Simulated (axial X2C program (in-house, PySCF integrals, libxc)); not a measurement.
# RhC: from Re and ωe to a spectrum

A bond curve at the PBE0 level, 2c, was computed with an in-house relativistic program for diatomic molecules (basis Rh dyall-cv3z [12s12p8d5f3g], C dyall-v3z [7s6p2d1f] (cores contracted in-house)) for the state Ω = 1/2 (⟨Sz⟩ = 0.50, ⟨Lz⟩ = 0.00 at PBE0). Its fit gives Re = 1.5884 Å, ωe = 1131.3 cm⁻¹, ωexe = 4.7 cm⁻¹ and αe = 3.767e-03 cm⁻¹; the masses are 102.9055 and 12.0000 u. Two-component means X2C with spin–orbit coupling and atomic mean-field Coulomb and Gaunt terms.

Q: Find the reduced mass, Be and the force constant.

A: From the PBE0 values: μ = 10.7468 u. Be = 16.8576/(μ Re²) = 0.6217 cm⁻¹. k = 5.8918×10⁻⁷ μ ωe² = 8.1 mdyn/Å.

Q: A Morse curve ties αe to the other constants (Pekeris). How well does that hold?

A: αe(Morse) = 6Be²/ωe × (√(ωexe/Be) − 1) = 3.587e-03 cm⁻¹; the PBE0 curve gives 3.767e-03 cm⁻¹, a ratio of 0.95.

Q: The dipole moment p changes by 4.52 D/Å at Re. What harmonic infrared intensity follows?

A: I = 42.256 × (dp/dR)²/μ = 80 km/mol.

Q: Estimate the centrifugal constant by the Kratzer relation.

A: D = 4Be³/ωe² = 7.51e-07 cm⁻¹.

Q: Where do the fundamental and the first overtone lie?

A: ν(1←0) = ωe − 2ωexe = 1121.9 cm⁻¹; ν(2←0) = 2ωe − 6ωexe = 2234.4 cm⁻¹.

Occupations by symmetry block were frozen at the best pattern of an incomplete PBE0 search. Density functionals use the spin component along the axis (collinear).
